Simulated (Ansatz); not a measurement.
Several settings on one geometry of AsH2Me (CH5As) (that of the charge 0 singlet, PBE0-D4/def2-TZVP). Ansatz on 4 threads of Arm Neoverse V1 on a shared host; times are rough.

```
atom   x (Å)   y (Å)   z (Å)
 As1   0.468   0.784   0.890
  H2   1.737   0.836   0.047
  H3  -0.166   1.919   0.094
  C4  -0.386  -0.673  -0.129
  H5   0.111  -1.610   0.126
  H6  -0.332  -0.514  -1.204
  H7  -1.430  -0.743   0.177
```

Totals from different functionals, basis sets or treatments of relativity can't be compared as stabilities.

The spins typed aren't always the lowest for that charge.

Give the basis size and estimate the energy, ⟨S²⟩, dipole and time of these runs.

```csv
run,method,charge,state,further keys
1,RKS LDA (SPW92)/def2-mTZVP,0,singlet,scf: {omitted_lower_state_checks: [starts]}; forces asked
2,UKS ωB97M-V/def2-SVPD,-1,doublet,"point_charges: [{charge: 1.00, position_ang: [4.409, -0.575, -0.166]}]; scf: {omitted_lower_state_checks: [starts]}"
3,RKS BHLYP/def2-TZVP,0,singlet,forces asked
4,RKS r2SCAN/aug-cc-pVDZ,0,singlet,nuclear_model: gaussian
```


```json
{"run": "1", "functions": "70", "energy (Eh)": "-2273.2797", "⟨S²⟩": "–", "dipole (D)": "1.03", "wall time": "0.35 s"}
{"run": "2", "functions": "98", "energy (Eh)": "-2276.5916", "⟨S²⟩": "0.75", "dipole (D)": "–", "wall time": "7 s"}
{"run": "3", "functions": "109", "energy (Eh)": "-2276.9469", "⟨S²⟩": "–", "dipole (D)": "0.91", "wall time": "0.85 s"}
{"run": "4", "functions": "104", "energy (Eh)": "-2276.9002", "⟨S²⟩": "–", "dipole (D)": "–", "wall time": "1.5 s"}
```
